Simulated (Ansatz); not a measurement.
Al₂H₄Br₂⁺, that is (H2Al-mu-Br)2 with one electron fewer. Total charge 1; doublet. Geometry PBE0-D4/def2-SVP, that of the neutral singlet; atoms count from 1.

Cartesian coordinates in Å:
```
Al -1.3641 -0.1106 1.0244
H -2.0202 -1.5394 1.1515
H -1.8162 1.2264 1.7288
Br 1.0693 -0.3653 1.3845
Al 1.3641 0.1104 -1.0244
H 1.8125 -1.2290 -1.7266
H 2.0235 1.5374 -1.1546
Br -1.0689 0.3702 -1.3835
```

**Question.** Estimate the Mulliken populations from the PBE0/def2-TZVP orbitals of Ansatz.

**Answer.** 
```json
{"atom": "Al1", "charge (e)": "0.45", "spin (α − β)": "0.02"}
{"atom": "H2", "charge (e)": "0.04", "spin (α − β)": "0.16"}
{"atom": "H3", "charge (e)": "0.04", "spin (α − β)": "0.16"}
{"atom": "Br4", "charge (e)": "-0.03", "spin (α − β)": "0.16"}
{"atom": "Al5", "charge (e)": "0.45", "spin (α − β)": "0.02"}
{"atom": "H6", "charge (e)": "0.04", "spin (α − β)": "0.16"}
{"atom": "H7", "charge (e)": "0.04", "spin (α − β)": "0.16"}
{"atom": "Br8", "charge (e)": "-0.03", "spin (α − β)": "0.16"}
```
Mulliken values depend strongly on the basis.

**Question.** Where does the spin sit?

**Answer.** Summed by element: Al 0.05, H 0.63, Br 0.33, of 1 unpaired in all. Largest on single atoms: Br4 0.16, Br8 0.16, H2 0.16.

**Question.** And the Mayer bond orders between heavy atoms (over 0.3)?

**Answer.** Al1–Br4 0.69 (2.47 Å); Al1–Br8 0.69 (2.47 Å); Br4–Al5 0.69 (2.47 Å); Al5–Br8 0.69 (2.47 Å).
